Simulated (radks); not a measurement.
Spin polarisation of the 2p2 shell in neutral carbon. Start: [He] 2s2 2p(up 1, down 1); electrons of 2p are moved from spin down to spin up, other shells keep equal spins. All-electron calculation, scalar-relativistic Kohn-Sham, BLYP, spin-polarised, spherical densities, finite nucleus; Fermi nuclear charge, rms radius of each element as measured or else 0.836 A^(1/3) + 0.57 fm. Program: a radial shooting solver on a logarithmic mesh with Libxc functionals.

moment (Bohr magnetons)  E - E(0) (eV)  e(2p up) (eV)  e(2p down) (eV)  2s down minus up (eV)  1s down minus up (eV)
0                                0.000         -5.238           -5.238                  0.000                 0.000
0.5                             -0.075         -5.510           -4.913                  0.675                  0.198
1                               -0.297         -5.718           -4.546                  1.328                  0.390
1.5                             -0.657         -5.856           -4.149                  1.940                  0.573

At moment 1.5 the spin-polarisation energy is -0.657 eV and the 2p exchange splitting 1.706 eV, that is 1.138 eV per Bohr magneton; E = -I m^2/4 would give I = 1.169 eV.
